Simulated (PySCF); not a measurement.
# Electronic absorption of C5H12BN

C₅H₁₂BN.
InChI=1S/C5H12BN/c1-5(2)6(3)7-4/h4-6H,1-3H3/t6-/m0/s1

Method used: TDDFT CAM-B3LYP/def2-SVPD, vertical, gas phase, core orbitals frozen in the response in PySCF 2.14.0, density-fitted response routines. Geometry: GFN2-xTB, one conformer, isolated molecule. Torsions of this conformer, `[CH:1]#[N+:2][B@@H-:3]([CH3:4])[CH:5]([CH3:6])[CH3:7]`: N2–B3–C5–C6 -58°.

**Question.** List the vertical singlet excitations with oscillator strengths and describe the spectrum.

**Answer.** 

```csv
state,E (eV),λ (nm),f,"main configurations (H = HOMO, L = LUMO)"
S1,4.95,250.4,0.0033,"H→L+1 (63%), H→L (32%)"
S2,5.22,237.4,0.046,"H→L (46%), H→L+1 (24%), H-1→L+1 (16%)"
S3,5.38,230.3,0.0088,"H-1→L (62%), H-1→L+1 (31%)"
S4,6.20,199.9,0.300,"H-1→L+1 (48%), H-1→L (22%), H→L (17%)"
S5,6.96,178.0,0.0019,"H→L+2 (72%), H→L+3 (25%)"
S6,7.10,174.7,0.020,"H-2→L (81%), H-2→L+1 (14%)"
S7,7.21,172.0,0.0056,"H-2→L+1 (79%), H-2→L (14%)"
S8,7.38,168.0,0.0004,"H-3→L (72%), H-3→L+1 (15%)"
```

Triplets, Tamm–Dancoff:

| state | E (eV) | λ (nm) | main configurations (H = HOMO, L = LUMO) |
| --- | --- | --- | --- |
| T1 | 4.48 | 276.7 | H→L (65%), H→L+1 (20%) |
| T2 | 4.78 | 259.6 | H→L+1 (67%), H→L (19%) |
| T3 | 4.92 | 252.2 | H-1→L+1 (55%), H-1→L (26%) |

The lowest singlet comes at 250 nm (478 kJ/mol) in the ultraviolet; it is very weak; its leading configuration is HOMO→LUMO+1 (63%). The strongest level in the table is S4 at 6.20 eV (200 nm, f = 0.300). Löwdin shares by element: HOMO carbon 42% or more, boron 22% (atoms not listed hold the other 36%); LUMO carbon 39% or more, nitrogen 32%, hydrogen 15% or more. The oscillator strengths of these states sum to 0.386; summed over the whole spectrum of an exact calculation they would give the number of electrons, 54 (Thomas–Reiche–Kuhn). The listed states span 2.43 eV, and the widest gap between neighbours is 0.82 eV (S3 to S4). Weighted by f, the mean energy of these states is 6.12 eV. No computed singlet lies in the visible range (380 to 750 nm); the lowest, at 250 nm, stands 1.69 eV above its violet end (3.26 eV). The window holds the lowest 8 singlets.
